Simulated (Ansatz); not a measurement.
System: H₂BO, charge 0, doublet. H2BO (SMILES B[O], doublet).
B3LYP-D3(BJ)/def2-TZVP minimum from Ansatz (a first-principles code):
```xyz
4

B      0.0438    -0.0198     0.5998
H     -0.8593     0.3906     1.2918
H      1.0358    -0.4704     1.1249
O     -0.0495     0.0223    -0.6769
```
Charge 0, spin multiplicity 2.

Total energies in hartree (Ansatz). Radicals and triplets start from unrestricted determinants; spin-orbit coupling is neglected. Cores are frozen in correlated methods. No relativity. Where a partner has so few electrons that a lower coupled-cluster level is exact, that level stands in.

| species | HF/cc-pVTZ | CCSD(T)/cc-pVTZ | HF/cc-pVQZ | CCSD(T)/cc-pVQZ | CCSDT(Q)/cc-pVTZ |
|---|---|---|---|---|---|
| 1: H2BO (SMILES B[O], doublet) | -100.73941 | -101.07691 | -100.74716 | -101.10665 | -101.07888 |
| 2: B (doublet) | -24.53207 | -24.59810 | -24.53297 | -24.60084 | -24.59852 |
| 3: H (doublet) | -0.49981 | -0.49981 | -0.49995 | -0.49995 | -0.49981 |
| 4: O (triplet) | -74.81176 | -74.97396 | -74.81729 | -74.99357 | -74.97430 |

Task: Work out the atomisation energy (electronic, to ground-state atoms) in kJ/mol: take Hartree-Fock from cc-pVQZ, extrapolate the CCSD(T) correlation energy as X^-3 (X = 3, 4), and add CCSDT(Q) - CCSD(T) in cc-pVTZ. 1 hartree = 2625.5 kJ/mol.

Result: 
Species 1: correlation (64·(-0.35949) - 27·(-0.33750))/37 = -0.37554; step -0.00197; E1 = -100.74716 + (-0.37554) + (-0.00197) = -101.12467
Species 2: correlation (64·(-0.06787) - 27·(-0.06603))/37 = -0.06921; step -0.00042; E2 = -24.53297 + (-0.06921) + (-0.00042) = -24.60260
Species 3: correlation (64·(0.00000) - 27·(0.00000))/37 = 0.00000; step +0.00000; E3 = -0.49995 + (0.00000) + (+0.00000) = -0.49995
Species 4: correlation (64·(-0.17628) - 27·(-0.16220))/37 = -0.18655; step -0.00034; E4 = -74.81729 + (-0.18655) + (-0.00034) = -75.00418
-1·E1 +1·E2 +2·E3 +1·E4 = 0.51799 hartree = 1360.0 kJ/mol.
